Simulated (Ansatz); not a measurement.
Reaction (SMILES): O[SiH2]O + H+ -> O[SiH2][OH2+]
Geometries: B3LYP-D3(BJ)/def2-TZVP minima from Ansatz (a program for electronic structure), one conformer each, not searched for the lowest.
Geometry of the first species:
```
Si
O 1 1.6456
H 2 0.9596 1 119.42
O 1 1.6456 2 114.22 3 82.78
H 4 0.9596 1 119.42 2 -82.78
H 1 1.4685 2 105.68 3 -161.50
H 1 1.4846 6 113.37 4 119.29
```
Charge 0, spin multiplicity 1.

Property: proton affinity (electronic energy difference), positive where the reaction releases energy, in kJ/mol. Cores are frozen in the correlated levels unless marked. No spin-orbit coupling. No relativistic terms. Basis-set limits of correlation are two-point, X^-3; Hartree-Fock from the larger set (for Q and 5 zeta extrapolated as (X+1)exp(-9√X)).

```json
[
 {"level": "HF/cc-pV(D+d)Z", "program": "Ansatz", "proton affinity (kJ/mol)": "814.3"},
 {"level": "PBE0/def2-QZVPP", "program": "Ansatz", "proton affinity (kJ/mol)": "788.8"},
 {"level": "r2SCANh-D4/def2-TZVPD", "program": "Ansatz + dftd4", "proton affinity (kJ/mol)": "781.1"},
 {"level": "CAM-B3LYP-D3(BJ)/def2-TZVPD", "program": "Ansatz + dftd3", "proton affinity (kJ/mol)": "777.2"},
 {"level": "LC-wPBE-D4/def2-TZVPD", "program": "Ansatz + dftd4", "proton affinity (kJ/mol)": "785.9"},
 {"level": "B2GP-PLYP-D4/def2-TZVPD", "program": "Ansatz + dftd4", "proton affinity (kJ/mol)": "777.7"},
 {"level": "MP2/6-31G*", "program": "Ansatz", "proton affinity (kJ/mol)": "793.8"}
]
```

Predict the CCSD(T)/CBS(cc-pV(Q+d)Z,cc-pV(5+d)Z) result (Ansatz).

780.2 kJ/mol
